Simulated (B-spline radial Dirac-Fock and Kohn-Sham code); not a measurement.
# Kohn-Sham estimates against Dirac-Fock for the levels of Zr²⁸⁺

System: the Zr²⁸⁺ ion, [Ne] 3s2.

The density-functional columns are spherical, spin-unpolarised Dirac-Kohn-Sham results without Breit or QED terms: −ε is minus the orbital energy of the initial state and ΔSCF the difference of two total energies. The reference in the last column comes from Dirac-Fock ΔSCF + Breit + QED. All numbers are from a radial B-spline solver, in eV; a selection of levels is shown. The Kohn-Sham columns are given as differences from the reference. For the 1s level of heavy atoms much of the gap between ΔSCF and the reference is the Breit and QED part, -46.3 eV here; for other levels the error of the functional can be larger.

```tsv
level	LDA −ε − DF	LDA ΔSCF − DF	Dirac-Fock
K (1s)	-248.5	+42.6	19475.5
L1 (2s)	-103.3	-32.5	3927.4
L2 (2p1/2)	-75.8	+7.4	3711.1
L3 (2p3/2)	-76.9	+4.0	3623.3
M1 (3s)	-20.3	+8.1	1519.3
```

For the outermost level NIST gives 1525.1 ± 2.2 eV (semi-empirical); the differences from it are LDA −ε -26.12, LDA ΔSCF +2.22, Dirac-Fock -5.84 eV.

Values without a named source are computed, but for edge energies of neutral atoms, which are taken from tables.
